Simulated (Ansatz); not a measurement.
A made-up structure of CH3Zn (charge -1), closed shell:

```
5
angstrom
C -0.3662 -0.5273 0.1302
Zn 0.4685 0.6746 -0.1677
H 0.1343 -1.5012 0.0735
H -1.4167 -0.3466 0.3869
H 1.1801 1.7005 -0.4229
```

It is relaxed with PBE-D4/def2-SVPD and then PBE0-D4/def2-TZVPD (Ansatz 0.2.0). Atoms count as bonded within 1.22 times the sum of their covalent radii (H–H: 0.88 Å). The end point is not checked to be a true minimum.

**Question.** Does its bonding change? (Judge from chemistry; the calculation decides.)

**Answer.** The calculation gives: No: no bond forms or breaks.

Where it ends: The first stage lowers the energy by 3.28 eV in 6 steps. It ends as CH₃Zn ([CH2][ZnH]), total charge -1:
```json
{"atom": "C1", "x (Å)": "-0.4517", "y (Å)": "-0.6507", "z (Å)": "0.1614"}
{"atom": "Zn2", "x (Å)": "0.5782", "y (Å)": "0.8331", "z (Å)": "-0.2074"}
{"atom": "H3", "x (Å)": "-0.0741", "y (Å)": "-1.6751", "z (Å)": "0.1390"}
{"atom": "H4", "x (Å)": "-1.5095", "y (Å)": "-0.6066", "z (Å)": "0.4292"}
{"atom": "H5", "x (Å)": "1.4571", "y (Å)": "2.0994", "z (Å)": "-0.5221"}
```

Labels in which every atom is bracketed show which atoms are joined, not bond orders.

For scale, one of the runs: PBE0-D4/def2-TZVPD relaxation, 115 basis functions, launched by `ansatz run in.yaml --threads 2 --pin off --events-out ev --progress --plain --max-ram 4352MiB`. Hardware: 2 CPU threads of an Arm Neoverse V2, shared host. Wall time about 8.5 s.
